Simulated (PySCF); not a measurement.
Compound: CH6GeO.
Bonds: C1–O2, O2–Ge3. Hydrogens: H4, H5, H6 on C1; H7, H8, H9 on Ge3.

Computed by this run: PySCF 2.14.0, PBE0-D3(BJ)/def2-SVP geometry optimisation, gas phase; density fitting, grid level 1; the optimiser is geomeTRIC in internal coordinates, started from a GFN2-xTB structure with every atom displaced at random (about 0.03 Å).

Geometry at step 2:
```
atom  x, y, z in Å
C1      1.3999   -0.2253    0.0562
O2      0.2304   -0.3174   -0.7034
Ge3    -1.3518    0.1763   -0.0666
H4      2.2277   -0.6401   -0.5383
H5      1.6574    0.8208    0.3044
H6      1.3370   -0.7932    1.0058
H7     -1.6716   -0.6192    1.2219
H8     -2.3281   -0.1406   -1.2140
H9     -1.3409    1.6814    0.2853
```

Question: What forces act on the atoms?

Answer: 
| atom | Fx (eV/Å) | Fy (eV/Å) | Fz (eV/Å) |
| --- | --- | --- | --- |
| C1 | -0.171 | 0.025 | -0.007 |
| O2 | 0.084 | -0.076 | -0.086 |
| Ge3 | -0.161 | 0.035 | 0.052 |
| H4 | 0.057 | -0.034 | 0.025 |
| H5 | 0.040 | 0.058 | 0.043 |
| H6 | 0.041 | -0.004 | -0.018 |
| H7 | 0.020 | -0.032 | -0.074 |
| H8 | 0.062 | 0.029 | 0.122 |
| H9 | 0.029 | -0.001 | -0.056 |

The largest, 0.17 eV/Å, acts on C1 (Ge3 within 3 % of it); the rms over all components is 0.068 eV/Å. The forces sum to zero within rounding, as they must for an isolated molecule in no field.

Question: Give the force on C1 in Eh/bohr and in nN.

Answer: 0.173 eV/Å ÷ 51.422 = 0.00337 Eh/bohr, and 0.173 eV/Å × 1.602 = 0.28 nN.

Question: How far is this geometry from the end of the optimisation?

Answer: 0.006 eV above it, and 0.037 Å rms away after alignment. The bonds farthest from their final lengths, with half the difference of the two atoms' forces along the bond (positive lengthens):

```
  bond  now (Å)  final (Å)  force along bond (eV/Å)
Ge3–H8    1.540      1.532                    -0.10
O2–Ge3    1.776      1.782                    +0.15
Ge3–H7    1.548      1.544                    -0.05
 C1–H5    1.106      1.108                    +0.05
Ge3–H9    1.546      1.544                    -0.03
 C1–H4    1.100      1.102                    +0.09
```

The angle farthest from its final value is C1–O2–Ge3, 122.2° against 119.6°.

The cost below is that of the whole optimisation. On an Arm Neoverse V1 with one thread (shared host), this took 16 s of wall time and 0.36 GiB of memory at its peak.
